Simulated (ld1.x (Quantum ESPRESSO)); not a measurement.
## u(r) = r·R(r): atom against pseudo-atom (technetium)

Columns: radius, all-electron u(r) and pseudo u(r) of the 4s shell (level -103.59 eV) of technetium in the configuration [Ar] 3d10 4s2 4p6 4d4 5s0 5p0; PBEsol, scalar-relativistic, TM scheme, ld1.x (Quantum ESPRESSO) 7.5.

```json
{"r (bohr)": "0.090", "all-electron": "-0.3892", "pseudo": "-0.0556"}
{"r (bohr)": "0.180", "all-electron": "0.0429", "pseudo": "-0.1177"}
{"r (bohr)": "0.270", "all-electron": "0.5620", "pseudo": "-0.1934"}
{"r (bohr)": "0.360", "all-electron": "0.5622", "pseudo": "-0.2903"}
{"r (bohr)": "0.450", "all-electron": "0.2229", "pseudo": "-0.4149"}
{"r (bohr)": "0.540", "all-electron": "-0.2122", "pseudo": "-0.5689"}
{"r (bohr)": "0.630", "all-electron": "-0.5993", "pseudo": "-0.7432"}
{"r (bohr)": "0.720", "all-electron": "-0.8818", "pseudo": "-0.9145"}
{"r (bohr)": "0.810", "all-electron": "-1.0533", "pseudo": "-1.0502"}
{"r (bohr)": "0.900", "all-electron": "-1.1287", "pseudo": "-1.1239"}
{"r (bohr)": "0.990", "all-electron": "-1.1311", "pseudo": "-1.1301"}
{"r (bohr)": "1.080", "all-electron": "-1.0831", "pseudo": "-1.0831"}
{"r (bohr)": "1.170", "all-electron": "-1.0037", "pseudo": "-1.0037"}
{"r (bohr)": "1.260", "all-electron": "-0.9079", "pseudo": "-0.9079"}
{"r (bohr)": "1.350", "all-electron": "-0.8060", "pseudo": "-0.8060"}
{"r (bohr)": "1.440", "all-electron": "-0.7050", "pseudo": "-0.7050"}
{"r (bohr)": "1.530", "all-electron": "-0.6095", "pseudo": "-0.6095"}
{"r (bohr)": "1.620", "all-electron": "-0.5218", "pseudo": "-0.5218"}
{"r (bohr)": "1.710", "all-electron": "-0.4432", "pseudo": "-0.4432"}
{"r (bohr)": "1.800", "all-electron": "-0.3738", "pseudo": "-0.3738"}
{"r (bohr)": "1.890", "all-electron": "-0.3135", "pseudo": "-0.3135"}
{"r (bohr)": "1.980", "all-electron": "-0.2617", "pseudo": "-0.2617"}
{"r (bohr)": "2.070", "all-electron": "-0.2174", "pseudo": "-0.2174"}
{"r (bohr)": "2.160", "all-electron": "-0.1800", "pseudo": "-0.1800"}
{"r (bohr)": "2.250", "all-electron": "-0.1485", "pseudo": "-0.1485"}
{"r (bohr)": "2.340", "all-electron": "-0.1221", "pseudo": "-0.1221"}
```

Question: How many radial nodes do the two functions have?

Answer: The all-electron 4s function has n − l − 1 = 3 (the table is too coarse to show those close to the nucleus); the pseudo-wave has 0, since the states of the same l below it are removed with the core.

Question: At about which radius was the pseudo-wave matched?

Answer: 1.15 bohr, where the columns begin to agree (steps of 0.09 bohr).

Question: Is the pseudo-wave norm-conserving?

Answer: Yes: the TM scheme keeps the norm inside the radius equal to the all-electron one, which fixes the energy derivative of the logarithmic derivative at the level.
